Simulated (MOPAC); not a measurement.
MOPAC input (PM6):

```
PM6 PRECISE GNORM=0.05 LET XYZ UHF MS=0.5 GEO-OK AUX(PRECISION=9) THREADS=1
CCl

C    -0.00000000 1   -0.00000000 1   -1.22427249 1
Cl    0.00000000 1    0.00000000 1    0.43209617 1
```

From the last part of the output:

```
                                                       MOPAC v23.2.5 Linux

          FINAL HEAT OF FORMATION =        101.38791 KCAL/MOL =     424.20701 KJ/MOL

          COSMO AREA              =         72.54 SQUARE ANGSTROMS
          COSMO VOLUME            =         55.32 CUBIC ANGSTROMS

          GRADIENT NORM           =          0.04135          =       0.02924 PER ATOM
          IONIZATION POTENTIAL    =          8.769213 EV
          ALPHA SOMO LUMO (EV)    =         -8.769 -0.441
          BETA  SOMO LUMO (EV)    =        -11.846  0.211
          NO. OF ALPHA ELECTRONS  =          6
          NO. OF BETA  ELECTRONS  =          5
          MOLECULAR WEIGHT        =         47.4640         POINT GROUP:  C*v

          MOLECULAR DIMENSIONS (Angstroms)

            Atom       Atom       Distance
           Cl     2    C     1     1.66102
           Cl     2    C     1     0.00000
            C     1   Cl     2     0.00000

          SCF CALCULATIONS        =          5

   ATOM   CHEMICAL          X               Y               Z
  NUMBER   SYMBOL      (ANGSTROMS)     (ANGSTROMS)     (ANGSTROMS)

     1       C          0.00000000  *   0.00000000  *  -1.22659609  *
     2      Cl          0.00000000  *   0.00000000  *   0.43441977  *

                             CARTESIAN COORDINATES

   1    C        0.000000000     0.000000000    -1.226596095
   2   Cl        0.000000000     0.000000000     0.434419775

           Empirical Formula: C Cl  =     2 atoms

      MOLECULAR POINT GROUP   :   C*v

          ALPHA EIGENVALUES
 -27.69705 -19.79020 -13.06740 -12.76040 -12.31865  -8.76921  -0.44072   1.60969
  87.24688  87.28579  87.36713  87.88307  87.89110

           BETA EIGENVALUES
 -27.65950 -19.40397 -12.73878 -12.50827 -11.84553   0.21136   1.36191   2.11944
  87.19582  87.22820  87.42546  87.92285  87.94067

              NET ATOMIC CHARGES AND DIPOLE CONTRIBUTIONS

  ATOM NO.   TYPE          CHARGE      No. of ELECS.   s-Pop       p-Pop       d-Pop
    1          C           0.131090        3.8689     1.86997     1.99894
    2         Cl          -0.131090        7.1311     1.98782     5.13812     0.00514
 DIPOLE           X         Y         Z       TOTAL
 POINT-CHG.     0.000    -0.000    -1.046     1.046
 HYBRID         0.000     0.000     1.425     1.425
 SUM            0.000     0.000     0.379     0.379

          ATOMIC ORBITAL ELECTRON POPULATIONS

     Atom    s        px        py        pz      x^2-y^2     xz        z^2       yz        xy
    1  C   1.86997   1.05541   0.16899   0.77453
    2 Cl   1.98782   1.94382   1.83070   1.36360   0.00000   0.00076   0.00407   0.00031   0.00000

                    (SZ)    =    0.500000
                    (S**2)  =    0.753033

          ATOMIC ORBITAL SPIN POPULATIONS

    Atom   Total    s     px     py     pz   x^2-y^2  xz     z^2    yz     xy
         Atomic
    1  C  0.9988 -0.004  0.943  0.019  0.041
    2 Cl  0.0012  0.000  0.056 -0.019 -0.037  0.000  0.001  0.000  0.000  0.000

 **********************
 *                    *
 * JOB ENDED NORMALLY *
 *                    *
 **********************

 == MOPAC DONE ==
```
